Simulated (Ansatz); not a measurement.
A nudged elastic band was laid between two geometries of AlFH$_{3}$NSi (7 atoms, charge 0, multiplicity 1).

Theory: RKS PBE0/def2-SVP (Ansatz 0.2.0).

- movable images: 7
- climbing image: yes
- spring: 50.0 eV/Å²
- optimiser: quadratic models (default)
- start path: through a guess of the saddle point
- force threshold: 0.05 eV/Å
- iteration limit: 60
- end points: relaxed

Image 0:

```xyz
7
Properties=species:S:1:pos:R:3
F -1.361 -1.871 0.241
Si -0.283 -0.874 -0.479
N 0.626 0.145 0.619
Al -0.302 1.414 -0.256
H 0.505 -1.796 -1.350
H 1.300 -0.074 1.348
H -0.425 2.988 -0.169
```

Image 8:

```xyz
7
Properties=species:S:1:pos:R:3
F -1.512 -0.275 0.769
Si -0.788 -1.447 -0.646
N 0.808 -0.433 0.010
Al -0.628 0.857 -0.413
H 1.592 -0.479 -0.643
H 1.158 -0.689 0.936
H -0.570 2.397 -0.059
```

What changes between the two ends?

Bonds broken: Si2–H5. Bonds formed: F1–Al4, N3–H5.

Give the energies along the band, and the barrier.

It converged. The highest image is number 3 of 0 to 8, 2.64 eV above the first end and 1.91 eV above the last; the last end lies 0.73 eV above the first. Neighbouring images differ by up to 1.3 eV, so the band resolves the path poorly. Another band between the same ends (7 images) ends at a top of the same energy, where a vibrational analysis finds 1 clearly imaginary mode. The orbitals stay closed-shell, which can raise the energy where a bond breaks towards radicals; this wasn't checked here.

```tsv
image	path coordinate (Å)	energy (eV)	Si2–H5 (Å)	F1–Al4 (Å)	N3–H5 (Å)
0	0.00	0.00	1.49	3.49	2.77
1	0.54	0.24	1.48	3.42	2.48
2	1.08	1.37	1.46	3.38	2.00
3	1.62	2.64	1.57	3.31	1.46
4	2.20	1.51	2.05	3.22	1.04
5	2.77	1.10	2.37	3.11	1.02
6	3.34	0.94	2.55	2.89	1.02
7	3.92	0.91	2.59	2.34	1.02
8	4.49	0.73	2.57	1.86	1.02
```

What is the geometry of the highest image?


```xyz
7
Properties=species:S:1:pos:R:3:forces:R:3
F -1.667 -1.633 0.434 -0.01 -0.01 0.01
Si -0.657 -1.064 -0.736 0.00 0.01 0.00
N 0.813 0.043 0.268 0.00 0.01 0.01
Al -0.286 1.260 -0.368 0.00 -0.01 -0.01
H 0.895 -1.168 -0.539 0.01 -0.01 0.00
H 1.497 -0.286 0.941 0.00 -0.01 0.00
H -0.534 2.779 -0.047 0.00 0.01 0.00
```

The band took 11 iterations and about 110 core-seconds.

The run took 2.1 min on 1 thread of Intel(R) Xeon(R) 6975P-C (Granite Rapids), with other jobs on the host, peak memory 0.16 GiB.
